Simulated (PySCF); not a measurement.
**Ta⁺: ionisation energy**

Ta⁺ [Xe] 4f14 5d3 6s1 (5F) → Ta²⁺ [Xe] 4f14 5d3 (4F), as a difference of total energies. All numbers are calculated (PySCF 2.14, scalar relativity by spin-free X2C-1e, in x2c-QZVPPall (16s10p9d5f2g, 144 functions)). The calculations carry no spin-orbit coupling.

```tsv
method	ionisation energy (eV)
UHF	14.195
B3LYP	15.410
revPBE	15.496
```

The reference lies between the lowest fine-structure levels, while these numbers refer to the centres of the terms.

For comparison: 16.2 ± 0.5 eV (semi-empirical (NIST evaluation); NIST Atomic Spectra Database, ionization energies).
